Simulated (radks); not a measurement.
Results of a calculation; reference values are marked as such.
Species: Sm VI. Configuration: [Xe] 4f3. Level of theory: scalar-relativistic Kohn-Sham, PBE, spin-polarised, spherical densities, finite nucleus; open shells are filled with parallel spins first (spin-orbit coupling, left out, can overturn this in heavy ions); Fermi nuclear charge, rms radius 5.0819 fm (a radial shooting solver on a logarithmic mesh with Libxc functionals). Some entries of the table are withheld. Estimate them.

orbital,occ.,eigenvalue (eV),<1/r> (bohr^-1),r(max) (bohr)
1s down,1,-46746.77,68.81,0.01449
1s up,1,-46746.77,68.81,0.01449
2s up,1,-7703.448,15.93,0.08216
2s down,1,-7703.428,15.93,0.08216
2p up,3,-6880.172,14.95,0.06636
2p down,3,-6880.158,14.95,0.06636
3s up,1,-1751.049,5.826,0.2337
3s down,1,-1749.816,5.829,0.2337
3p up,3,-1493.654,5.491,0.2291
3p down,3,-1492.429,5.495,0.2291
3d up,5,-1144.797,5.210,0.1879
3d down,5,-1143.854,5.214,0.1878
4s up,1,-410.1780,2.464,0.5381
4s down,1,-407.2257,2.463,0.5380
4p up,3,-324.9049,2.274,0.5609
4p down,3,-321.9778,2.273,0.5607
4d up,5,-205.0559,2.012,(1)
4d down,5,-202.1730,2.010,(2)
5s up,1,-104.9412,1.022,1.206
5s down,1,-103.5851,1.013,1.213
5p up,3,(3),0.9008,1.334
5p down,3,(4),0.8914,1.343
4f up,3,-74.7172,1.566,0.5836
4f down,0,-72.0404,1.554,0.5847

Answer. 
(1) 4d up r(max) (bohr): 0.5829
(2) 4d down r(max) (bohr): 0.5827
(3) 5p up eigenvalue (eV): -81.4566
(4) 5p down eigenvalue (eV): -80.4413
